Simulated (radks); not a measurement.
Values are calculated unless marked as measured or tabulated.
Species: Pt3+. Configuration: [Xe] 4f14 5d6 7f1 (not the ground configuration). Code: a radial shooting solver on a logarithmic mesh with Libxc functionals. Model: Dirac Kohn-Sham, PBEsol, spin-unpolarised, spherical densities, finite nucleus; open shells are shared between the two j in proportion to 2j + 1; Fermi nuclear charge, rms radius 5.427 fm.

Normalised radial functions P(r) = r R(r) (large component), r in bohr:

r	5p3/2
0.002551	0.0077
0.003599	0.0144
0.005076	0.0262
0.00716	0.0466
0.0101	0.0799
0.01425	0.1302
0.0201	0.1964
0.02812	0.2615
0.03967	0.2877
0.05596	0.2058
0.07893	-0.0278
0.1113	-0.3198
0.157	-0.3799
0.2215	0.0181
0.3125	0.5370
0.4408	0.4294
0.6218	-0.3865
0.877	-1.0599
1.237	-0.9783
1.745	-0.4753
2.462	-0.1187
3.472	-0.0128
4.898	-0.0004
6.909	0.0000
9.745	0.0000
13.75	0.0000
19.39	0.0000
27.35	0.0000

5p3/2: eigenvalue -98.299 eV, 3 radial nodes at r = 0.0764, 0.219, 0.538 bohr, <r> = 1.11 bohr, 90 % of the charge inside 1.61 bohr.
